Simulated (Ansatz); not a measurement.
Geometry optimisation, RKS PBE0-D4/STO-3G in Ansatz 0.2.0.

input.yaml

```yaml
crystal:
  periodic: [false, false, false]
  atoms:
    - { symbol: C, position_ang: [-2.0505, 2.4911, -0.0128] }
    - { symbol: C, position_ang: [-1.5071, 1.5934, 0.438] }
    - { symbol: B, position_ang: [-0.7766, 0.4008, 1.013] }
    - { symbol: B, position_ang: [0.4065, -0.4548, 0.0939] }
    - { symbol: C, position_ang: [0.588, -0.0633, -1.4393] }
    - { symbol: C, position_ang: [1.0993, -1.6846, 0.7452] }
    - { symbol: H, position_ang: [-2.5949, 3.3633, -0.4279] }
    - { symbol: H, position_ang: [-0.8874, 0.1062, 2.1452] }
    - { symbol: H, position_ang: [0.9734, 1.0013, -1.4237] }
    - { symbol: H, position_ang: [-0.3648, -0.1181, -1.963] }
    - { symbol: H, position_ang: [1.3185, -0.7337, -1.8694] }
    - { symbol: H, position_ang: [1.77619, -2.22077, 0.0508] }
    - { symbol: H, position_ang: [1.68906, -1.32488, 1.58274] }
    - { symbol: H, position_ang: [0.31667, -2.40955, 1.05073] }
basis:
  gaussian: { orbitals: STO-3G }
hamiltonian:
  xc: pbe0
  dispersion: d4
relax:
  f_tol: 0.015
  max_steps: 40
output:
  orbitals: {}
```

Command:

```bash
$ ansatz run input.yaml --threads 1 --pin off --max-ram 2048MiB --backend cpu --events-out ev --progress --plain --runs-dir out
```

Where does it end, and by what steps?

The run converged. Limits of this set-up: minimal basis. After 18 steps the energy has fallen by 1.032 eV; H8 moved furthest, 1.98 Å. The start is strongly strained (largest force component 9 eV/Å).

```csv
step,energy less start (eV),largest force component (eV/Å),accepted
0,0.0000,9.356,yes
1,-0.3193,1.705,yes
2,-0.5917,0.637,yes
3,-0.6231,0.465,yes
4,-0.6488,0.485,yes
5,-0.6853,0.668,yes
6,-0.7017,1.132,yes
7,-0.8096,0.604,yes
8,-0.8806,0.383,yes
9,-0.9154,0.407,yes
10,-0.9700,0.160,yes
11,-1.0028,0.206,yes
12,-1.0142,1.059,yes
13,-1.0261,0.424,yes
14,-1.0276,0.219,yes
15,-1.0305,0.098,yes
16,-1.0310,0.035,yes
17,-1.0315,0.026,yes
18,-1.0315,0.009,yes
```

```xyz
14
Properties=species:S:1:pos:R:3
C -1.517 2.807 0.789
C -1.407 1.606 0.658
B -1.238 0.123 0.482
B 0.159 -0.533 -0.101
C 0.382 -0.695 -1.655
C 1.293 -1.021 0.883
H -1.620 3.875 0.909
H -2.146 -0.571 0.774
H 0.867 0.232 -2.004
H -0.541 -0.804 -2.235
H 1.061 -1.519 -1.905
H 2.290 -1.002 0.426
H 1.327 -0.479 1.835
H 1.076 -2.074 1.126
```

Time of the run: 52 s on 1 CPU thread of a shared host.
